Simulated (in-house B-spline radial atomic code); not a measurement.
## Ionising I⁺ with different functionals

Computed with a radial B-spline atomic code at the basis-set limit: scalar-relativistic (spin-free X2C) Hamiltonian, Fermi nucleus of rms radius 4.75 fm, spin-polarised at highest spin, spherical fractional occupations for the functionals, and exact exchange of hybrids averaged over the configuration. The ionisation energy is the difference of two self-consistent energies, [Kr] 4d10 5s2 5p4 → [Kr] 4d10 5s2 5p3, without Breit or QED terms; ε is the level of the shell that loses the electron (its least bound occupied spin orbital). There is no spin-orbit coupling in this Hamiltonian.

```json
{"method": "PBE0", "rung": "global hybrid", "ΔSCF (eV)": "18.66", "-ε(5p) (eV)": "15.68"}
{"method": "B3LYP", "rung": "global hybrid", "ΔSCF (eV)": "18.91", "-ε(5p) (eV)": "15.58"}
{"method": "TPSSh", "rung": "global hybrid", "ΔSCF (eV)": "?", "-ε(5p) (eV)": "?"}
{"method": "BHandHLYP", "rung": "global hybrid", "ΔSCF (eV)": "18.75", "-ε(5p) (eV)": "16.81"}
{"method": "r2SCAN0", "rung": "global hybrid", "ΔSCF (eV)": "18.49", "-ε(5p) (eV)": "15.67"}
{"method": "B97-1", "rung": "global hybrid", "ΔSCF (eV)": "18.78", "-ε(5p) (eV)": "15.44"}
{"method": "HSE06", "rung": "range-separated hybrid", "ΔSCF (eV)": "18.75", "-ε(5p) (eV)": "15.32"}
{"method": "wB97X", "rung": "range-separated hybrid", "ΔSCF (eV)": "?", "-ε(5p) (eV)": "?"}
{"method": "CAM-B3LYP", "rung": "range-separated hybrid", "ΔSCF (eV)": "18.98", "-ε(5p) (eV)": "17.22"}
{"method": "LC-wPBE", "rung": "range-separated hybrid", "ΔSCF (eV)": "18.81", "-ε(5p) (eV)": "18.56"}
```

(1) What does TPSSh give?

(2) What does wB97X give?

(3) Among the functionals, which spreads more, the ΔSCF values or the orbital energies?

(4) How do they compare with the NIST value?

Answers

(1) ΔSCF 18.59 eV, and -ε(5p) = 14.98 eV.

(2) ΔSCF 19.12 eV, and -ε(5p) = 18.24 eV.

(3) The orbital energies: ΔSCF values span about 0.64 eV and the orbital energies 3.58 eV; here energy differences depend much less on the functional than eigenvalues do.

(4) NIST lists 19.131 eV (measured, ground level to ground level). Errors run from -0.64 to -0.01 eV; wB97X is closest (-0.01 eV), but part of that can be cancellation, since the calculations leave out spin-orbit coupling, Breit-QED terms, multiplet and fine-structure energies.
